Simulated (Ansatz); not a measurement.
```yaml
crystal:
  periodic: [false, false, false]
  atoms:
    - {symbol: C, position_ang: [-0.570212, -0.044930, 1.166231]}
    - {symbol: O, position_ang: [-0.570212, -0.044930, 0.866231]}
    - {symbol: W, position_ang: [-0.388221, 0.822634, -0.752776]}
    - {symbol: O, position_ang: [-1.928083, 1.461535, -0.969844]}
    - {symbol: O, position_ang: [-0.240202, -0.927244, -1.487529]}
    - {symbol: Cl, position_ang: [0.982357, 2.368064, 0.274074]}
    - {symbol: Cl, position_ang: [0.604929, 1.483876, -2.758809]}
    - {symbol: H, position_ang: [0.587670, -1.721928, 1.058568]}
    - {symbol: H, position_ang: [1.090700, -0.308680, 2.031749]}
    - {symbol: H, position_ang: [-0.360018, -1.242067, 2.497419]}
    - {symbol: H, position_ang: [-0.012064, -1.013391, -2.417193]}
basis:
  gaussian: {orbitals: x2c-TZVPPall}
hamiltonian: {xc: {name: r2SCANh}, dispersion: d4}
output: {forces: true}
```

```sh
$ ansatz run in.yaml --threads 4 --pin off --events-out ev --progress --plain --max-ram 66560MiB --backend cuda --devices 0, --max-vram 37GiB
```

Shortened log:

```
Functional definition: r2SCANh
2350 factors; their error is unknown
mean field evaluation 1: about -471152.7161 eV, gradient 1.4e2 eV
mean field evaluation 2: about -470957.6087 eV, gradient 3.1e2 eV
mean field evaluation 4: about -471144.1160 eV, gradient 9.3e1 eV
mean field evaluation 8: about -471175.5422 eV, gradient 5.2e-1 eV
mean field -471175.54319540 eV, -17315.3818381769 hartree, gradient 2.6e-5 eV, S^2 0.000000; 2 other end points of the search recorded, 0 dependent functions left out
reference -471175.54321526 eV, -17315.3818389067 hartree; 71, 71 occupied and 290, 290 virtual orbitals, 2350 factors
Total energy: -471175.65748605 eV, -17315.3860382808 hartree
Relativity: scalar
Atom 0 at    -0.570212    -0.044930     1.166231 Å, force    -1.077657     2.051729  3719.380004 eV/Å
Atom 1 at    -0.570212    -0.044930     0.866231 Å, force     0.618869    -6.624595 -3706.869315 eV/Å
Atom 2 at    -0.388221     0.822634    -0.752776 Å, force     2.569169     6.534879   -13.642033 eV/Å
Atom 3 at    -1.928083     1.461535    -0.969844 Å, force    -0.935556    -0.199355     1.090970 eV/Å
Atom 4 at    -0.240202    -0.927244    -1.487529 Å, force    -0.088056    -1.036252     0.816443 eV/Å
Atom 5 at     0.982357     2.368064     0.274074 Å, force     0.094648    -0.094449     0.674359 eV/Å
Atom 6 at     0.604929     1.483876    -2.758809 Å, force    -0.295280    -0.089653     0.331318 eV/Å
Atom 7 at     0.587670    -1.721928     1.058568 Å, force    -0.350858     1.338135     2.363681 eV/Å
Atom 8 at     1.090700    -0.308680     2.031749 Å, force     0.925574     0.537220    -2.686531 eV/Å
Atom 9 at    -0.360018    -1.242067     2.497419 Å, force    -1.740660    -2.508948    -1.458970 eV/Å
Atom 10 at    -0.012064    -1.013391    -2.417193 Å, force     0.279807     0.091288     0.000075 eV/Å
Dipole moment:    -0.454872    -0.352695     0.247317 e Å
```

In this input one atom was put on top of another. Self-consistency was reached. The result belongs to that input, not to the molecule as meant.
